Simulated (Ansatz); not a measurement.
A nudged elastic band was laid between two geometries of CH$_{8}$BNSi (12 atoms, charge 0, multiplicity 1).

All numbers below come from RKS B3LYP/def2-SVP in Ansatz 0.2.0.

| Quantity | Value |
| --- | --- |
| movable images | 5 |
| climbing image | yes |
| spring | 5.0 eV/Å² |
| optimiser | quadratic models (default) |
| start path | through a guess of the saddle point |
| force threshold | 0.05 eV/Å |
| iteration limit | 60 |
| end points | relaxed |

Initial state:

```xyz
12
Properties=species:S:1:pos:R:3
B -0.946 1.218 -0.261
C 0.171 0.499 0.492
N -0.126 -0.250 1.696
Si 0.682 -0.714 -0.973
H -0.668 2.041 -1.100
H -2.102 0.894 -0.106
H 1.086 1.109 0.604
H 0.526 -1.009 1.889
H -1.074 -0.621 1.700
H 1.296 -0.049 -2.158
H -0.467 -1.563 -1.402
H 1.700 -1.611 -0.346
```

Final state:

```xyz
12
Properties=species:S:1:pos:R:3
B -0.974 1.175 -0.261
C 0.133 0.370 0.431
N -0.246 -0.543 1.500
Si 0.680 -0.758 -1.052
H -0.670 2.039 -1.049
H -2.142 0.921 -0.081
H 1.033 0.997 0.611
H -0.833 -0.096 2.201
H 0.560 -0.947 1.973
H 1.422 0.018 -2.088
H -0.482 -1.449 -1.678
H 1.596 -1.783 -0.472
```

(1) What changes between the two ends?

(2) What energy profile does the band end with?

(3) What is the geometry of the highest image?

(4) What are the harmonic wavenumbers there?

The band took 15 iterations and about 6 core-minutes.

## Answers

(1) No bond is made or broken. The dihedral Si4–C2–N3–H9 goes from -82 to 77°.

(2) The forces met the threshold. The highest image is number 3 of 0 to 6, 0.241 eV above the first end and 0.244 eV above the last; the last end lies 0.003 eV below the first. A vibrational analysis at the climbing image gives one clearly imaginary mode, 343i cm⁻¹: a first-order saddle point.

```tsv
image	path coordinate (Å)	energy (eV)	dihedral Si4–C2–N3–H9 (°)
0	0.00	0.000	-82
1	0.59	0.052	-58
2	1.17	0.169	-31
3	1.76	0.241	-3
4	2.34	0.165	27
5	2.92	0.042	54
6	3.50	-0.003	77
```

(3) 
```xyz
12
Properties=species:S:1:pos:R:3:forces:R:3
B -0.983 1.317 -0.268 0.03 0.01 -0.01
C 0.057 0.385 0.396 -0.01 0.00 0.01
N -0.374 -0.350 1.606 -0.01 0.00 0.01
Si 0.679 -0.798 -0.998 -0.01 -0.01 0.00
H -0.622 2.077 -1.139 -0.01 0.00 0.01
H -2.154 1.254 0.013 0.00 -0.01 0.00
H 1.004 0.945 0.554 0.00 0.01 0.00
H 0.231 -0.121 2.394 0.00 0.00 0.00
H -0.316 -1.363 1.500 0.00 0.00 -0.01
H 1.264 -0.051 -2.147 0.00 0.00 0.00
H -0.429 -1.670 -1.487 0.00 0.00 0.00
H 1.720 -1.680 -0.389 0.00 0.00 0.00
```

(4) 343i, 87, 184, 246, 324, 387, 556, 586, 671, 768, 820, 919, 935, 943, 962, 982, 1047, 1111, 1183, 1246, 1352, 1632, 2211, 2220, 2238, 2555, 2650, 2968, 3490, 3570 cm⁻¹.

Run time: 3 min on 2 threads of Arm Neoverse V1 (shared host), peak memory 0.21 GiB.
